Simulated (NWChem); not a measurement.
A series in which one site is exchanged, each optimised at PBE0/def2-SVP with NWChem, gas phase unless a solvent is named. Some are not confirmed as minima by frequencies. def2 effective core potentials on Bi; no spin-orbit coupling.

A: N[SiH3] (SiNH5; site = N)
B: B[SiH3] (BSiH5; site = B)
C: [SiH3][BiH2] (SiBiH5; site = Bi)

Values for A:

- dipole (D), PBE0/def2-SVP: 1.44
- orbital gap (eV), PBE0/def2-SVP: 8.19
- vertical ionisation energy, ΔSCF, PBE/def2-SVP (eV): 9.52
- vertical ionisation energy, ΔSCF, B3LYP/def2-SVP (eV): 9.73
- lowest singlet excitation, B3LYP/def2-SVPD, TDA (eV): 6.05

How do these values change for the other members?


```json
[
 {"change from A": "dipole (D), PBE0/def2-SVP", "B": "-1.02", "C": "-0.56"},
 {"change from A": "orbital gap (eV), PBE0/def2-SVP", "B": "-2.15", "C": "-1.25"},
 {"change from A": "vertical ionisation energy, ΔSCF, PBE/def2-SVP (eV)", "B": "+1.13", "C": "-0.31"},
 {"change from A": "vertical ionisation energy, ΔSCF, B3LYP/def2-SVP (eV)", "B": "+1.12", "C": "-0.41"},
 {"change from A": "lowest singlet excitation, B3LYP/def2-SVPD, TDA (eV)", "B": "-1.77", "C": "-0.49"}
]
```
